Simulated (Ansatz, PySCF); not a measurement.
C2H6F2OSi, SMILES COC(F)(F)[SiH3]. Atoms are numbered in the order given.

```xyz
12

C      2.2941    -0.2572     0.2968
O      1.0756    -0.3506    -0.4489
C     -0.0509     0.0745     0.1688
F      0.0752     1.3904     0.5580
F     -0.2501    -0.6152     1.3450
Si    -1.5684    -0.1385    -1.0014
H      2.2409    -0.8704     1.2090
H      3.0850    -0.6382    -0.3604
H      2.5067     0.7881     0.5672
H     -2.7736     0.3428    -0.2763
H     -1.7018    -1.5799    -1.3384
H     -1.3350     0.6733    -2.2244
```

The structure is a stationary point at B3LYP-D3(BJ)/def2-SVP. The structure was generated by enumeration, and PubChem lists no compound with its InChIKey, so it may never have been made. Other conformers were not sampled.

Two levels are set side by side: PBE-D3(BJ)/def2-SVP (Ansatz, a first-principles code) and B3LYP-D3(BJ)/def2-SVP (Ansatz). Each level has its own optimised geometry; the coordinates shown are those of the second. Frequencies come from the Hessian of PySCF at each geometry. Differences are taken from unrounded values.

```tsv
quantity	B3LYP-D3(BJ)	PBE-D3(BJ)	PBE-D3(BJ) minus B3LYP-D3(BJ)
mean bond length (Å)	1.384	1.394	0.010
bond C1–O2 (Å)	1.432	1.438	0.006
bond O2–C3 (Å)	1.353	1.360	0.006
bond C3–F4 (Å)	1.378	1.388	0.010
bond C3–F5 (Å)	1.378	1.388	0.010
bond C3–Si6 (Å)	1.928	1.936	0.008
bond C1–H7 (Å)	1.100	1.109	0.008
bond C1–H8 (Å)	1.097	1.104	0.008
bond C1–H9 (Å)	1.100	1.109	0.008
bond Si6–H10 (Å)	1.487	1.499	0.013
bond Si6–H11 (Å)	1.486	1.499	0.013
bond Si6–H12 (Å)	1.486	1.499	0.013
highest harmonic wavenumber (cm⁻¹)	3169	3110	-59
mean harmonic wavenumber (cm⁻¹)	1158	1121	-37
zero-point energy (kcal/mol)	49.65	48.06	-1.59
```

GGA bonds tend to be longer and softer than those of functionals with exact exchange. Differences between two approximate levels are no errors against the true value.
